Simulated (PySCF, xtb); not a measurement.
B(SeH)3 (BH₃Se₃), SMILES [SeH]B([SeH])[SeH].

GFN2-xTB (xtb 6.7.1) at its own geometry gives an orbital gap of 3.60 eV and a dipole moment of 1.79 D.

The structure is a stationary point at B3LYP-D3(BJ)/def2-SVP. Other conformers were not sampled.

Task: What does PBE/def2-TZVP run with PySCF give? (An estimate is asked for; the answer gives what the named calculation found.)

Result: gap 4.10 eV (levels -6.01 and -1.91 eV), dipole 1.08 D.
